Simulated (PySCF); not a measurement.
## Computed properties of H3O3Sn, SMILES [OH][Sn+]([OH])[OH], charge +1

H3O3Sn, SMILES [OH][Sn+]([OH])[OH], charge +1. Coordinates come from a PBE0-D3(BJ)/def2-SVP optimisation. The spin state was assumed, not searched. The isomer is the one that the SMILES or the coordinates give; other isomers of the formula were not compared. The def2 effective core potentials stand for the cores of Sn; spin–orbit coupling is left out. Other conformers were not sampled. All values are computed for the isolated molecule unless a solvent is named; none is compared with measurement here.

**Structure.** The optimised structure has Cs symmetry. All 15 harmonic modes at PBE0-D3(BJ)/def2-SVP (PySCF) are real, so it is a minimum. With heavy atoms numbered as in [Sn+:1]([OH:2])([OH:4])[OH:6], the shortest bond between them is Sn1–O4 at 1.910 Å and the longest Sn1–O6 at 1.924 Å.

**Vibrations.** The strongest infrared lines (harmonic, unscaled, degenerate partners summed) lie at 3794 cm⁻¹ (414 km/mol, H 94 %), 3813 cm⁻¹ (294 km/mol, H 94 %), 348 cm⁻¹ (266 km/mol, H 97 %). The softest mode is at 140 cm⁻¹ and the zero-point energy is 25.0 kcal/mol.

**Electronic structure.** CAM-B3LYP/def2-TZVP (PySCF) places the frontier levels at -16.88 and -8.10 eV, a gap of 8.78 eV and a mean polarisability of 40.0 bohr³. PBE/def2-TZVP (PySCF) at the same geometry gives -13.63 and -10.02 eV, so its gap is 5.17 eV narrower. An orbital gap is neither the optical nor the fundamental gap.

**Excitations.** TDDFT-PBE0/def2-SVPD (PySCF) has S1 at 4.54 eV (273 nm, f = 0.000, dark); the most intense of the 10 singlets computed lies at 7.33 eV (f = 0.20). T1 (TDA) is at 4.06 eV. TDDFT-PBE/def2-SVPD (PySCF) puts S1 at 3.80 eV. No vertical singlet excitation falls in the visible range (under 3.1 eV).
